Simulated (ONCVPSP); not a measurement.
Logarithmic derivatives: helium, ONCV

ONCVPSP 4.0.1 input, shortened (lines: element, Z, core and valence counts, functional; n l f; lmax; l rc ep ncon nbas qcut; lloc lpopt rc5 dvloc0; l nproj debl; icmod fcfact rcfact), PW91, scalar-relativistic:

```
  He 2.00    0    1  -109134      upf
    1    0    1.00
    1
    0    0.75    0.00    4    7   16.60
    1    0.65    0.17    4    9   13.70
    4    3    0.55    0.00
    0    2    0.80
    1    2    3.40
    0    0.00    0.00
```

In the s channel the program set the typed energies aside and used -1.442, 0.250 Ha.

The phase is arctan(r·R′/R) of the radial function R(r), unwrapped; energies in Ha, scanned from -3 to 5 Ha. A pole is an energy at which the radial function vanishes at the test radius. The pseudo phase is shifted by a multiple of π to meet the all-electron one at the reference energy, and phase errors are pseudo minus all-electron; the curves can meet again beyond the range given. Levels narrower than the energy grid can be missing from the lists of poles.

```tsv
channel	radius (bohr)	reference energy (Ha)	poles, all-electron	poles, pseudo	unbroken range about the reference energy with phases within 0.05 rad	phase error 1 Ha above the reference energy (rad)
s	0.76	-1.44	2.17	2.17	the whole range	-0.000
p	0.66	0.17	none	none	the whole range	-0.000
```

Phases in the p channel:

```json
{"E (Ha)": "-2.98", "all-electron": "0.765", "pseudo": "0.765"}
{"E (Ha)": "-2.54", "all-electron": "0.721", "pseudo": "0.721"}
{"E (Ha)": "-2.10", "all-electron": "0.672", "pseudo": "0.672"}
{"E (Ha)": "-1.66", "all-electron": "0.618", "pseudo": "0.618"}
{"E (Ha)": "-1.22", "all-electron": "0.557", "pseudo": "0.557"}
{"E (Ha)": "-0.78", "all-electron": "0.490", "pseudo": "0.490"}
{"E (Ha)": "-0.34", "all-electron": "0.415", "pseudo": "0.415"}
{"E (Ha)": "0.10", "all-electron": "0.332", "pseudo": "0.332"}
{"E (Ha)": "0.54", "all-electron": "0.241", "pseudo": "0.241"}
{"E (Ha)": "0.98", "all-electron": "0.143", "pseudo": "0.143"}
{"E (Ha)": "1.42", "all-electron": "0.039", "pseudo": "0.039"}
{"E (Ha)": "1.86", "all-electron": "-0.070", "pseudo": "-0.070"}
{"E (Ha)": "2.30", "all-electron": "-0.181", "pseudo": "-0.181"}
{"E (Ha)": "2.74", "all-electron": "-0.292", "pseudo": "-0.292"}
{"E (Ha)": "3.18", "all-electron": "-0.400", "pseudo": "-0.400"}
{"E (Ha)": "3.62", "all-electron": "-0.502", "pseudo": "-0.502"}
{"E (Ha)": "4.06", "all-electron": "-0.599", "pseudo": "-0.599"}
{"E (Ha)": "4.50", "all-electron": "-0.687", "pseudo": "-0.687"}
{"E (Ha)": "4.94", "all-electron": "-0.768", "pseudo": "-0.768"}
```
